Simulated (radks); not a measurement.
Results of a calculation; reference values are marked as such.
Initial-state core-level shifts of neutral indium when its valence configuration changes from [Kr] 4d10 5s2 5p1. Code: a radial shooting solver on a logarithmic mesh with Libxc functionals. Model: Dirac Kohn-Sham, PBEsol, spin-unpolarised, spherical densities, point nucleus; open shells fill j = l - 1/2 first. Shifts are changes of the shell-averaged eigenvalues in eV (positive: less bound).

| valence | 1s | 3s | 3p | 4s |
|---|---|---|---|---|
| 4d9 5s2 5p2 | -6.988 | -7.170 | -7.170 | -6.457 |
| 4d10 5s1 5p2 | -1.542 | -1.525 | -1.524 | -1.543 |
| 4d10 5p3 | -3.170 | -3.127 | -3.126 | -3.167 |
| 4d10 5s1.5 5p1.5 | -0.791 | -0.782 | -0.782 | -0.792 |
| 4d9.5 5p3.5 | -6.590 | -6.638 | -6.636 | -6.330 |
| 4d9 5s1 5p3 | -8.589 | -8.747 | -8.747 | -8.037 |
| 4d7 5s1 5p5 | -23.470 | -23.948 | -23.948 | -21.116 |
| 4d9.5 5s2 5p1.5 | -3.475 | -3.565 | -3.566 | -3.237 |
| 4d6 5s1 5p6 | -31.316 | -31.924 | -31.924 | -27.701 |
